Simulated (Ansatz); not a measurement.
C2H3O2 (SMILES CO[C-]=O), charge -1, singlet, at a GFN2-xTB geometry (a gas-phase anion, which may not be bound at this level); SC-NEVPT2/6-31G, CASSCF(6,4) (Ansatz, a first-principles code).

Input for Ansatz:
Ansatz 0.2 input:
```yaml
crystal:
  periodic: [false, false, false]
  atoms:
    - {symbol: C, position_ang: [-1.15412904, -0.13368505, -0.00475851]}
    - {symbol: O, position_ang: [-0.72670803, -1.11946687, 0.60148897]}
    - {symbol: O, position_ang: [0.00963198, 0.80173294, -0.46742437]}
    - {symbol: C, position_ang: [1.28691312, 0.41218812, -0.14832584]}
    - {symbol: H, position_ang: [1.79443639, 1.15884469, 0.49102832]}
    - {symbol: H, position_ang: [1.24026991, -0.54555805, 0.40753573]}
    - {symbol: H, position_ang: [1.90519756, 0.25756633, -1.05257476]}
basis:
  gaussian:
    orbitals: 6-31G
total_charge: -1
magnetization: {spin_polarized: false}
correlation: {method: sc_nevpt2, electrons: all, active_space: {window: {electrons: 6, orbitals: 4}}}
```

Output, abridged:

```
Functional definition: HF
501 factors; integrals over basis functions are off by at most 1.9e-4 eV
mean field evaluation 1: about -6176.2321 eV, gradient 2.4e1 eV
mean field evaluation 2: about -6176.2517 eV, gradient 2.4e1 eV
mean field evaluation 4: about -6177.8421 eV, gradient 3.9e0 eV
mean field evaluation 8: about -6177.8871 eV, gradient 1.7e-1 eV
mean field -6177.88737118 eV, -227.0331733684 hartree, gradient 2.3e-6 eV, S^2 0.000000; 0 other end points of the search recorded, 0 dependent functions left out
reference -6177.88737118 eV, -227.0331733684 hartree; 16, 16 occupied and 26, 26 virtual orbitals, 501 factors
state -6178.68135397 eV, -227.0623516977 hartree
state -6178.68135397 eV, -227.0623516977 hartree; corrected -6189.44669701 eV, -227.4579707574 hartree
Total energy: -6189.44669701 eV, -227.4579707574 hartree
```
